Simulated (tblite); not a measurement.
Compound: C₂H₉FSSi₂.
Numbering: `[CH3:1][S:2][SiH2:3][C@H:4]([F:5])[SiH3:6]` (hydrogens: H7, H8, H9 on C1; H10, H11 on Si3; H12 on C4; H13, H14, H15 on Si6)

Computed with GFN2-xTB (tblite), gas phase: L-BFGS steps from a force-field or distance-geometry start until the largest atomic force falls under 0.01 eV/Å.

Step 33: E = -552.7155 eV
```
atom  x, y, z in Å  |  force x, y, z in eV/Å
C1      2.6787   -0.5520    0.9284   -0.008   0.000   0.000
S2      2.3328    1.0648    0.1549   -0.022  -0.005   0.008
Si3     0.4554    0.6667   -0.7987    0.024  -0.009  -0.017
C4     -0.9506    0.2266    0.4284    0.019  -0.001   0.006
F5     -0.6028   -0.9704    1.0770    0.000  -0.028   0.003
Si6    -2.6906   -0.0237   -0.3396   -0.005   0.001  -0.011
H7      2.6838   -1.3259    0.1678   -0.004   0.001  -0.006
H8      1.9273   -0.7635    1.6806   -0.009  -0.014   0.005
H9      3.6574   -0.4795    1.3903   -0.004   0.025  -0.003
H10     0.6420   -0.4825   -1.6798    0.001   0.004  -0.009
H11     0.1319    1.9143   -1.4684    0.009  -0.003   0.002
H12    -1.0040    0.9672    1.2339    0.008   0.029   0.003
H13    -3.6092   -0.3978    0.7326   -0.005  -0.005   0.004
H14    -2.5954   -1.0831   -1.3405    0.003  -0.015   0.006
H15    -3.0611    1.2468   -0.9584   -0.006   0.020   0.008
```

Step 34: E = -552.7157 eV
```
atom  x, y, z in Å  |  force x, y, z in eV/Å
C1      2.6784   -0.5519    0.9293   -0.010   0.003  -0.004
S2      2.3310    1.0658    0.1573   -0.032  -0.022   0.006
Si3     0.4548    0.6661   -0.8003    0.047  -0.008  -0.013
C4     -0.9506    0.2270    0.4270    0.015  -0.002  -0.002
F5     -0.6033   -0.9704    1.0746    0.003  -0.031   0.011
Si6    -2.6912   -0.0234   -0.3388   -0.014  -0.001  -0.019
H7      2.6840   -1.3256    0.1684    0.000   0.004  -0.012
H8      1.9270   -0.7663    1.6808   -0.008  -0.006   0.008
H9      3.6572   -0.4784    1.3908   -0.007   0.022  -0.001
H10     0.6437   -0.4829   -1.6816   -0.002   0.009  -0.005
H11     0.1336    1.9146   -1.4690    0.005   0.000  -0.002
H12    -1.0026    0.9681    1.2320    0.007   0.028   0.009
H13    -3.6081   -0.3984    0.7350   -0.001  -0.002  -0.002
H14    -2.5960   -1.0839   -1.3396    0.001  -0.004   0.014
H15    -3.0623    1.2476   -0.9574   -0.005   0.011   0.012
```

Step 35: E = -552.7159 eV
```
atom  x, y, z in Å  |  force x, y, z in eV/Å
C1      2.6777   -0.5519    0.9305   -0.011   0.003  -0.007
S2      2.3278    1.0668    0.1608   -0.032  -0.034   0.005
Si3     0.4549    0.6652   -0.8029    0.055  -0.006  -0.004
C4     -0.9503    0.2276    0.4251    0.008  -0.004  -0.009
F5     -0.6038   -0.9709    1.0714    0.004  -0.024   0.016
Si6    -2.6922   -0.0229   -0.3382   -0.015  -0.002  -0.020
H7      2.6843   -1.3250    0.1691    0.005   0.008  -0.018
H8      1.9265   -0.7704    1.6812   -0.004   0.005   0.011
H9      3.6567   -0.4764    1.3915   -0.012   0.018   0.002
H10     0.6461   -0.4833   -1.6843   -0.003   0.011  -0.002
H11     0.1360    1.9148   -1.4700    0.002   0.002  -0.007
H12    -1.0004    0.9697    1.2296    0.008   0.016   0.009
H13    -3.6063   -0.3991    0.7384    0.003   0.001  -0.011
H14    -2.5971   -1.0851   -1.3382   -0.002   0.007   0.021
H15    -3.0644    1.2489   -0.9557   -0.004  -0.002   0.015
```

Question: Estimate the geometry and energy of step 36. (The exact step hangs on the optimiser's Hessian estimate; all steps are aligned on step 35, rigid shifts and turns removed.)

Answer: E = -552.7161 eV, largest force 0.039 eV/Å
```
atom  x, y, z in Å  |  force x, y, z in eV/Å
C1      2.6768   -0.5520    0.9318   -0.011  -0.002  -0.006
S2      2.3242    1.0672    0.1646   -0.020  -0.033   0.006
Si3     0.4558    0.6644   -0.8055    0.038  -0.002   0.005
C4     -0.9497    0.2283    0.4231    0.002  -0.007  -0.013
F5     -0.6041   -0.9715    1.0685    0.002  -0.008   0.016
Si6    -2.6933   -0.0225   -0.3380   -0.006   0.001  -0.009
H7      2.6848   -1.3243    0.1695    0.009   0.012  -0.021
H8      1.9260   -0.7746    1.6819   -0.001   0.014   0.011
H9      3.6559   -0.4740    1.3923   -0.017   0.012   0.004
H10     0.6485   -0.4835   -1.6871   -0.003   0.008  -0.003
H11     0.1384    1.9150   -1.4714    0.000   0.001  -0.010
H12    -0.9980    0.9714    1.2275    0.008  -0.002   0.000
H13    -3.6040   -0.3995    0.7416    0.004   0.004  -0.017
H14    -2.5986   -1.0864   -1.3366   -0.004   0.014   0.021
H15    -3.0671    1.2501   -0.9538   -0.003  -0.010   0.015
```

The energy changes by -0.0002 eV. The first-order estimate −F·Δx gives -0.0003 eV and the mean of the old and new forces, exact on a quadratic surface, -0.0002 eV. The step makes an angle of 75° with the force vector and moves no atom by more than 0.005 Å.

The cost below is that of the whole relaxation. Time: 0.65 s of wall time. Hardware: one thread of an Arm Neoverse V1, shared host with 32 logical CPUs at a one-minute load of 32.
